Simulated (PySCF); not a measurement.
C₄H₅FSi, SMILES C#C/C(F)=C/[SiH3]. Atoms are numbered in the order given.

```xyz
11

C     -0.4699     3.1650     0.0000
C     -0.1943     1.9845     0.0000
C      0.1268     0.5958     0.0000
F      1.4440     0.3512     0.0000
C     -0.7406    -0.4249     0.0000
Si    -0.1897    -2.2155     0.0000
H     -0.7156     4.2116     0.0000
H     -1.8006    -0.1586     0.0000
H      0.6261    -2.5211    -1.2130
H      0.6261    -2.5211     1.2130
H     -1.4079    -3.0777     0.0000
```
Charge 0, spin multiplicity 1.

Coordinates come from a PBE0-D3(BJ)/def2-SVP optimisation. The structure was generated by enumeration; whether it is a known compound was not checked.

These are CAM-B3LYP/def2-TZVP run with PySCF values and carry that method's errors.

Isolated molecule, no solvent.

```yaml
total_energy: -544.67048 hartree
point_group: Cs
highest_occupied_level: -8.67 eV
lowest_empty_level: -0.49 eV
orbital_gap: 8.18 eV
dipole_moment: 1.76 D
quadrupole, principal values (traceless, Buckingham form, about the centre of nuclear charge): -5.02, -4.50, 9.52 D·Å
mean_static_polarisability: 76.8 bohr³ (11.38 Å³)
polarisability_principal_values: 50.4, 60.2, 119.8 bohr³
```
